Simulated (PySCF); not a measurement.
**Correlation energy of Cl²⁺ (chlorine, charge +2)**

[Ne] 3s1 3p4, high-spin 4P determinant (an excited configuration). All numbers are calculated (PySCF 2.14, the spin-free X2C one-electron Hamiltonian (Gaussian nucleus), in x2c-QZVPPall with one added diffuse shell each of s, p, d, f type (10s7p5d3f1g, 86 functions)). Frozen: 1s2; 13 electrons correlated.

MP2 pair energies summed by pair of shells (mhartree):

| pair | energy | share (%) |
| --- | --- | --- |
| 2p-2p | -101.75 | 35.8 |
| 3p-3p | -93.15 | 32.8 |
| 2s-2p | -29.32 | 10.3 |
| 2p-3p | -28.80 | 10.1 |
| 3s-3p | -12.65 | 4.4 |
| 2s-2s | -6.59 | 2.3 |
| 2p-3s | -5.88 | 2.1 |
| 2s-3p | -5.04 | 1.8 |
| 2s-3s | -1.16 | 0.4 |

Total MP2 correlation energy: -284.34 mhartree.

Same-spin part -82.49 and opposite-spin part -201.85 mhartree; SCS-MP2 scales them by 1/3 and 6/5 to -269.72 mhartree.

This basis was not built for core-valence correlation, so the inner-shell part is incomplete.
